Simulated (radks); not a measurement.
Results of a calculation; reference values are marked as such.
Fe16+, 10 electrons, occupied as [Ne].

Level of theory: Dirac Kohn-Sham, PBE, spin-unpolarised, spherical densities, point nucleus (a radial shooting solver on a logarithmic mesh with Libxc functionals).

Energy parts (hartree):
total: -1148.52966
kinetic: 1166.07445
electron-nucleus: -2512.49429
Hartree: 238.59446
exchange-correlation: -40.70428

Orbitals (lengths in bohr, moments of r in powers of bohr):
\begin{tabular}{lrrrrrr}
orbital & occ. & eigenvalue (hartree) & <r^2> & <r> & <r^4> & small-component weight \\ \hline
1s1/2 & 2 & -277.3533 & 0.004588 & 0.05841 & 0.00005409 & 8.76e-03 \\
2s1/2 & 2 & -49.09176 & 0.08096 & 0.2622 & 0.01124 & 1.66e-03 \\
2p1/2 & 2 & -45.14491 & 0.06391 & 0.2285 & 0.008126 & 1.64e-03 \\
2p3/2 & 4 & -44.66778 & 0.06538 & 0.2314 & 0.008462 & 1.62e-03 \\
\end{tabular}

The highest occupied level is 2p3/2 at -1215.5 eV. For comparison, the ionisation energy in NIST's Atomic Spectra Database is 1263 eV (semi-empirical). In exact Kohn-Sham theory the highest level is minus the ionisation energy, but local and semilocal functionals leave it too shallow, through self-interaction and a potential that decays too fast; potentials with the right tail come closer. The density falls to 0.001 e/bohr^3 at r = 0.89 bohr. Summed over all electrons, <r^2> = 0.5604 bohr^2, which gives a Langevin (diamagnetic) susceptibility term of -0.444 x 10^-6 cm^3/mol.
